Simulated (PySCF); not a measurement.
O2S, charge +1, doublet, at a GFN2-xTB geometry (a state made from the parent by changing its charge; the spin is typed, not shown lowest).

PySCF was given this input:
```python
from pyscf import gto, scf, cc

mol = gto.M(
    atom='''
S     0.01164702   -0.00345740    0.31572720
O    -0.03156227    1.26296905   -0.30120014
O     0.00826823   -1.25605426   -0.33025426
''',
    basis='aug-cc-pvdz',
    charge=1,
    spin=1,
    verbose=4,
    max_memory=1800,
)

mf = scf.UHF(mol)
mf.kernel()

mycc = cc.CCSD(mf, frozen=7)
mycc.kernel()
print('E(CCSD) = %.10f' % mycc.e_tot)
```

Give the SCF-reference <S^2> at the level CCSD/aug-cc-pVDZ (PySCF).

0.798

Give the total energy at the level CCSD/aug-cc-pVDZ.

-547.3051 Eh

Give the MP2 correlation energy at the level CCSD/aug-cc-pVDZ.

-0.5388 Eh

What is the computed SCF-reference Mulliken (on the basis functions themselves) charges in atom order (CCSD/aug-cc-pVDZ)?

S1 1.86, O2 -0.43, O3 -0.43

These values belong to the state on which the SCF converged, which isn't shown to be the lowest.
